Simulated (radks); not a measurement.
The table gives one normalised radial function P(r) = r R(r) of Ni7+ in [Ar] 3d3 (r in bohr). Calculated with a radial shooting solver on a logarithmic mesh with Libxc functionals: non-relativistic Kohn-Sham, PBE, spin-polarised, spherical densities, point nucleus; open shells are filled with parallel spins first.

r	P
0.002842	0.0000
0.003585	0.0000
0.004485	0.0000
0.005656	0.0000
0.007132	0.0001
0.008995	0.0002
0.01134	0.0004
0.01431	0.0007
0.01804	0.0014
0.02257	0.0027
0.02846	0.0051
0.0359	0.0095
0.04527	0.0176
0.05709	0.0320
0.072	0.0567
0.0908	0.0978
0.1136	0.1603
0.1433	0.2570
0.1807	0.3931
0.2278	0.5686
0.2873	0.7707
0.3624	0.9694
0.457	1.1210
0.5717	1.1759
0.721	1.1032
0.9093	0.9055
1.147	0.6357
1.446	0.3696
1.824	0.1685
2.3	0.0559

Which n and l does it have? It may be an empty orbital.

Answer. n = 3, l = 2: the number of nodes gives n - l - 1 = 0, the rise at small r (about r^(l+1)) gives l, and the extent must fit the shell. The curve is that of 3d down; the table hardly tells the two spins apart. 3d down (empty): eigenvalue -143.70 eV, 0 radial nodes, <r> = 0.728 bohr, 90 % of the charge inside 1.17 bohr.
